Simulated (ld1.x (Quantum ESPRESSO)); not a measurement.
Cutoff test, Mn, ultrasoft

| Item | Value |
| --- | --- |
| Element | manganese |
| Generator | ld1.x (Quantum ESPRESSO) 7.5 |
| Type | ultrasoft |
| Functional | revPBE |
| Relativity | fully relativistic |
| Frozen core | [Ne] |
| Valence charge | 15 |
| Reference configuration | 3s2 3p6 3d5 4s1 4p0 (charge +1) |
| Partial waves | 3s (bound): rcut 1.25, rcutus 1.30 bohr; 4s (bound): rcut 1.25, rcutus 1.30 bohr; 3p (bound): rcut 1.35, rcutus 1.60 bohr; 4p (bound, empty): rcut 1.35, rcutus 1.60 bohr; 3d (bound): rcut 2.05, rcutus 2.30 bohr; 3d channel at 3.15 Ry: rcut 2.05, rcutus 2.30 bohr |
| Local potential | all-electron potential smoothed inside 1.52 bohr (lloc = -2) |
| Core correction | a·sin(br)/r model core inside 1.10 bohr |
| Augmentation charge | PSQ, radius 1.00 bohr |

Open shells are filled in proportion to 2j + 1 (rel_dist='average').

The pseudo-atom Hamiltonian at the reference potential is diagonalised in spherical Bessel functions j_l(qr) that vanish at 20 bohr, with q² up to the cutoff. All-electron valence levels (Ry): 3s -6.9167, 4s -0.8638, 3p1/2 -4.6771, 4p1/2 -0.5260, 3p3/2 -4.5842, 4p3/2 -0.5209, 3d3/2 -1.0948, 3d5/2 -1.0860.

Task: How do the lowest levels (Ry) of each channel move with the cutoff, and are there ghosts?

Result:

| cutoff (Ry) | s #1 | s #2 | s #3 | p1/2 #1 | p1/2 #2 | p1/2 #3 | p3/2 #1 | p3/2 #2 | d3/2 #1 | d5/2 #1 | f #1 | Σ f·Δε (mRy) |
| --- | --- | --- | --- | --- | --- | --- | --- | --- | --- | --- | --- | --- |
| 8 | -6.1910 | -0.7431 | -0.2226 | -3.9214 | -0.4131 | -0.1325 | -3.8344 | -0.4112 | -0.1906 | -0.1908 | -0.0605 | 10563.2 |
| 12 | -6.6434 | -0.7976 | -0.2352 | -4.4201 | -0.4442 | -0.1414 | -4.3287 | -0.4422 | -0.9996 | -0.9909 | -0.0605 | 2611.5 |
| 18 | -6.8528 | -0.8312 | -0.2428 | -4.6255 | -0.4639 | -0.1468 | -4.5329 | -0.4618 | -1.0924 | -1.0836 | -0.0605 | 467.5 |
| 25 | -6.9013 | -0.8442 | -0.2457 | -4.6700 | -0.4768 | -0.1504 | -4.5771 | -0.4744 | -1.0930 | -1.0842 | -0.0605 | 88.5 |
| 40 | -6.9161 | -0.8577 | -0.2488 | -4.6762 | -0.5092 | -0.1596 | -4.5832 | -0.5054 | -1.0933 | -1.0845 | -0.0605 | 7.6 |
| 50 | -6.9162 | -0.8598 | -0.2493 | -4.6766 | -0.5227 | -0.1635 | -4.5836 | -0.5178 | -1.0934 | -1.0845 | -0.0605 | 2.6 |
| 60 | -6.9164 | -0.8602 | -0.2494 | -4.6767 | -0.5233 | -0.1637 | -4.5837 | -0.5183 | -1.0934 | -1.0845 | -0.0605 | 0.9 |
| 80 | -6.9165 | -0.8602 | -0.2494 | -4.6768 | -0.5239 | -0.1639 | -4.5838 | -0.5189 | -1.0934 | -1.0845 | -0.0605 | 0.3 |
| 400 | -6.9166 | -0.8603 | -0.2494 | -4.6768 | -0.5241 | -0.1639 | -4.5838 | -0.5190 | -1.0934 | -1.0845 | -0.0605 | 0.0 |

Result: no extra level below or beside the all-electron valence levels (s, p1/2, p3/2, d3/2, d5/2, f tested); 10 mRy is reached at 40 Ry and 1 mRy at 60 Ry.

Test run stopped at test 1 of 7 (negative rho).
